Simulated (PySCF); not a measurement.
CH₃Cl₂NSi₂, SMILES Cl[Si]1(Cl)N=C[SiH2]1. Atoms are numbered in the order given.

```xyz
9

Cl     1.4261    -0.1192     1.6782
Si     0.2299     0.0200     0.0000
Cl     1.4261    -0.1192    -1.6782
N     -0.7369     1.5349     0.0000
C     -1.9423     1.0729     0.0000
Si    -1.9351    -0.8676     0.0000
H     -2.7985     1.7749     0.0000
H     -2.5013    -1.5188    -1.2175
H     -2.5013    -1.5188     1.2175
```
Charge 0, spin multiplicity 1.

The structure is a stationary point at B3LYP-D3(BJ)/def2-SVP. This is a generated structure with no PubChem entry under its InChIKey; it may be hypothetical.

Two levels are set side by side: PBE/pcSseg-1 (PySCF) and B3LYP/pcSseg-1 (PySCF). GIAO shifts against HCl (³⁵Cl), NH3 (¹⁵N), TMS (²⁹Si), TMS (¹H), TMS (¹³C) at the same level; non-relativistic, no solvent, atoms listed together averaged. Without spin–orbit terms, shifts of atoms bonded to Cl or Br come out too high at both levels. Differences are taken from unrounded values.

```
quantity                   B3LYP
-------------------------  -----
δ(³⁵Cl) of Cl1, Cl3 (ppm)  139.0
δ(²⁹Si) of Si2 (ppm)        34.2
δ(¹⁵N) of N4 (ppm)         585.7
δ(¹³C) of C5 (ppm)         219.6
δ(²⁹Si) of Si6 (ppm)         4.6
δ(¹H) of H7 (ppm)          10.64
δ(¹H) of H8, H9 (ppm)       5.73
```

**Question.** What does PBE give, and how far is it from B3LYP? (The exact figures need the calculation; the answer reports its results.)

**Answer.** 
```
quantity                     PBE  PBE minus B3LYP
-------------------------  -----  ---------------
δ(³⁵Cl) of Cl1, Cl3 (ppm)  165.9             27.0
δ(²⁹Si) of Si2 (ppm)        28.5             -5.7
δ(¹⁵N) of N4 (ppm)         579.5             -6.2
δ(¹³C) of C5 (ppm)         216.3             -3.2
δ(²⁹Si) of Si6 (ppm)         7.8              3.3
δ(¹H) of H7 (ppm)          10.75             0.11
δ(¹H) of H8, H9 (ppm)       6.23             0.51
```

Rough cost on one machine, each run with all the roots and properties that it gave: B3LYP against PBE within a factor of 2.
